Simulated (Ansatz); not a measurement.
`[SiH3][SiH2][O][GeH3]`. Total charge 0; spin multiplicity 1.

```xyz
12

Si    1.428    1.377    0.484
Si   -0.756    1.052   -0.319
O    -1.345   -0.424    0.075
Ge   -0.774   -2.094   -0.131
H     2.363    0.383   -0.116
H     1.901    2.741    0.118
H     1.490    1.233    1.964
H    -0.741    1.238   -1.800
H    -1.667    2.074    0.263
H    -1.864   -2.976    0.486
H     0.565   -2.237    0.611
H    -0.600   -2.366   -1.634
```

(1) What are the harmonic wavenumbers in cm⁻¹ at PBE0-D4/def2-TZVP (Ansatz, finite differences of forces, unscaled)? (Best estimate.)

(2) Is this a minimum?

(3) Give the ideal-gas thermochemistry at 298.15 K and 1 bar (rigid rotor, harmonic oscillator; point group C1, symmetry number 1).

(4) And at 400, 500, 600, 800 and 1000 K?

(5) Rotational constants (cm⁻¹)?

Results:

(1) Ansatz gave: 17, 37, 85, 112, 175, 344, 402, 508, 525, 608, 640, 648, 751, 811, 864, 872, 874, 899, 934, 937, 951, 1034, 2157, 2160, 2181, 2191, 2206, 2210, 2219, 2221.

(2) Yes, all 30 modes are real.

(3) Zero-point energy 182.9 kJ/mol; H(298) − E = 208.4 kJ/mol; entropy 407.4 J/(mol·K), of which translation 171.6, rotation 119.4, vibration 116.5; G(298) − E = 86.9 kJ/mol. Modes under 100 cm⁻¹ are hindered rotations or soft bends, so the harmonic entropy is rough.

(4) 
| T (K) | H − E (kJ/mol) | S (J/mol/K) | G − E (kJ/mol) |
| --- | --- | --- | --- |
| 400 | 223.1 | 449.7 | 43.2 |
| 500 | 239.9 | 487.0 | -3.6 |
| 600 | 258.4 | 520.6 | -54.0 |
| 800 | 299.5 | 579.6 | -164.2 |
| 1000 | 344.6 | 629.9 | -285.3 |

(5) 0.1675, 0.03646, 0.03126.
